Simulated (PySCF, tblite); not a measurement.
Compound: C5H11FN2Si.
Structure used (GFN2-xTB), in Å, numbered top down from 1:
```
atom  x, y, z in Å
C1     0.672   -0.281    1.503
C2     0.225   -0.259    0.033
C3     1.363   -0.688   -0.860
C4     2.490   -0.030   -1.054
F5     2.772    1.142   -0.452
C6    -0.277    1.148   -0.347
N7    -1.656    1.215    0.080
Si8   -2.419   -0.325    0.014
N9    -0.912   -1.130   -0.186
H10   -0.146    0.078    2.122
H11    1.540    0.356    1.650
H12    0.926   -1.296    1.803
H13    1.225   -1.615   -1.393
H14    3.298   -0.344   -1.698
H15    0.316    1.917    0.153
H16   -0.177    1.285   -1.433
H17   -2.113    2.076   -0.169
H18   -3.239   -0.664   -1.153
H19   -3.145   -0.500    1.275
H20   -0.750   -2.079    0.108
```

Level of theory: PBE0/pcSseg-1 in PySCF (dipole) on a GFN2-xTB geometry, gas phase.

Take the most abundant isotopes and a rigid rotor. The values belong to one conformer with, in the numbering `[CH3:1][C@:2]1(/[CH:3]=[CH:4]\[F:5])[CH2:6][NH:7][SiH2:8][NH:9]1`, C1–C2–C3–C4 -67°, C1–C2–C6–N7 -84°, C2–C6–N7–Si8 -31°, C6–N7–Si8–N9 13°, N7–Si8–N9–C2 10°.

Question: Give the principal moments of inertia and the rotational constants in MHz.

Answer: Ia = 168.12, Ib = 584.09, Ic = 620.89 u·Å²; 505379 MHz·u·Å²/I gives A = 3006, B = 865.2, C = 814.0 MHz.

Question: What kind of rotor is it?

Answer: A near-prolate asymmetric top: κ = (2 × 865.2 − 3006 − 814.0)/(3006 − 814.0) = -0.95.

Question: What does the inertial defect say?

Answer: Not planar: Δ = Ic − Ia − Ib = -131.32 u·Å². For a rigid frame Δ = −2 Σ m c², so Σ m c² = 65.66 u·Å² lies off the ab plane: 20.37 from hydrogen and 45.29 from heavier atoms. The atom farthest from that plane is 2.20 Å away.

Question: List the rotational levels J(Ka,Kc) to J = 4 (MHz).

Answer: Above 0(0,0):
J = 1: 1(0,1) 1679, 1(1,1) 3820, 1(1,0) 3871
J = 2: 2(0,2) 5037, 2(1,2) 7127, 2(1,1) 7281, 2(2,1) 13704, 2(2,0) 13704
J = 3: 3(0,3) 10071, 3(1,3) 12087, 3(1,2) 12395, 3(2,2) 18741, 3(2,1) 18746, 3(3,1) 29574, 3(3,0) 29574
J = 4: 4(0,4) 16778, 4(1,4) 18700, 4(1,3) 19213, 4(2,3) 25457, 4(2,2) 25471, 4(3,2) 36293, 4(3,1) 36293, 4(4,1) 51456, 4(4,0) 51456

Question: Which types of transition are allowed, and where do some lines up to J = 5 fall?

Answer: The dipole components are |μa| = 0.02 D, |μb| = 0.76 D, |μc| = 0.54 D. Intensities carry the squares of the components, which stand as 0.00 : 1.00 : 0.51 (a : b : c). Some lines, for components of 0.1 D or more:

```tsv
type	branch	J(Ka,Kc)	MHz	lower level (cm⁻¹)
c	Q	2(1,2) ← 2(0,2)	2090	0.168
c	Q	1(1,1) ← 1(0,1)	2141	0.056
b	R	3(0,3) ← 2(1,2)	2944	0.238
c	Q	3(2,2) ← 3(1,2)	6346	0.413
c	R	2(2,0) ← 1(1,0)	9833	0.129
c	R	2(2,1) ← 1(1,1)	9883	0.127
b	R	2(2,0) ← 1(1,1)	9884	0.127
b	R	3(2,2) ← 2(1,1)	11460	0.243
c	R	3(2,1) ← 2(1,1)	11465	0.243
b	R	4(2,3) ← 3(1,2)	13062	0.413
b	R	5(2,4) ← 4(1,3)	14639	0.641
c	Q	5(4,2) ← 5(3,2)	15162	1.491
c	Q	4(4,1) ← 4(3,1)	15164	1.211
b	R	3(3,0) ← 2(2,1)	15871	0.457
b	Q	5(5,0) ← 5(4,1)	19496	1.997
c	R	4(4,1) ← 3(3,1)	21882	0.986
b	R	4(4,0) ← 3(3,1)	21882	0.986
c	R	5(4,1) ← 4(3,1)	23562	1.211
c	R	5(5,0) ← 4(4,0)	27894	1.716
c	R	5(5,1) ← 4(4,1)	27894	1.716
```

Question: Estimate the classical rotational partition function at 25 K, 200 K and 298.15 K.

Answer: Point group C1, symmetry number σ = 1; q = (√π/σ)·√((kT/h)³/(ABC)), k/h = 20836.6 MHz/K: 14500 at 25 K, 328000 at 200 K, 596000 at 298.15 K.

Its GFN2-xTB frequencies are all real (lowest 42 cm⁻¹). Zero-point vibration and centrifugal distortion are left out. A rigid rotor knows nothing of inversion at nitrogen or internal rotation, which can split or shift real lines. Quadrupole hyperfine structure (14N) is left out.
